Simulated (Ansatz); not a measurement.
C₂H₇BCl₃N⁺, that is B(NHMe2)Cl3 with one electron fewer. Charge 1, multiplicity 2. Geometry PBE-D4/def2-SVP, that of the neutral singlet; atoms count from 1.

```xyz
14

B    -0.410   -1.451   -0.170
N    -0.081    0.084    0.354
C    -0.879    1.130   -0.344
C     1.371    0.415    0.339
H    -0.392    0.047    1.340
H    -1.949    0.878   -0.250
H    -0.598    1.114   -1.413
H    -0.667    2.124    0.095
H     1.534    1.423    0.766
H     1.913   -0.352    0.920
H     1.716    0.382   -0.710
Cl   -2.224   -1.687    0.078
Cl    0.560   -2.573    0.930
Cl    0.104   -1.533   -1.935
```

**Question.** Estimate the Mulliken populations from the PBE0/def2-TZVP orbitals of Ansatz.

**Answer.** 
```
atom  charge (e)  spin (α − β)
  B1        0.04         -0.07
  N2       -0.09          0.00
  C3       -0.33          0.01
  C4       -0.33          0.01
  H5        0.27          0.00
  H6        0.18          0.00
  H7        0.19          0.00
  H8        0.19          0.00
  H9        0.19          0.00
 H10        0.18          0.00
 H11        0.19          0.00
Cl12        0.12          0.37
Cl13        0.12          0.37
Cl14        0.09          0.32
```
Mulliken values depend strongly on the basis.

**Question.** Where does the spin sit?

**Answer.** Summed by element: B -0.07, N 0.00, C 0.01, H 0.00, Cl 1.06, of 1 unpaired in all. Largest on single atoms: Cl12 0.37, Cl13 0.37, Cl14 0.32.

**Question.** And the Mayer bond orders between heavy atoms (over 0.3)?

**Answer.** B1–N2 0.85 (1.66 Å); B1–Cl12 1.08 (1.85 Å); B1–Cl13 1.08 (1.85 Å); B1–Cl14 1.10 (1.84 Å); N2–C3 0.93 (1.49 Å); N2–C4 0.93 (1.49 Å).
